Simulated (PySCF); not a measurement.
C3H7O, SMILES CC(C)=[OH+], charge +1. The structure is a stationary point at B3LYP-D3(BJ)/def2-SVP. The isomer is the one that the SMILES or the coordinates give; other isomers of the formula were not compared.

All values below come from B3LYP-D3(BJ)/def2-SVP run with PySCF 2.14.0.

Harmonic wavenumbers (cm⁻¹): 107, 138, 401, 484, 514, 719, 844, 916, 943, 1064, 1079, 1149, 1335, 1349, 1383, 1401, 1424, 1445, 1485, 1621, 3005, 3015, 3098, 3107, 3157, 3181, 3655. Rotational constants (GHz): 9.785, 8.366, 4.777; symmetry number 1.

Work out the zero-point energy and the ideal-gas rigid-rotor harmonic-oscillator thermochemistry at 298.15 K and 1 atm.

ZPE = ½ Σ hcν = ½ × 42021 cm⁻¹ = 60.07 kcal/mol. H − E(el) = 64.04 kcal/mol. Entropy in cal/(mol K): translation 38.15, rotation 24.22, vibration 9.46, total 71.83. G − E(el) = 42.62 kcal/mol. Cp = 19.72 cal/(mol K). Modes under 150 cm⁻¹ make the vibrational entropy uncertain.
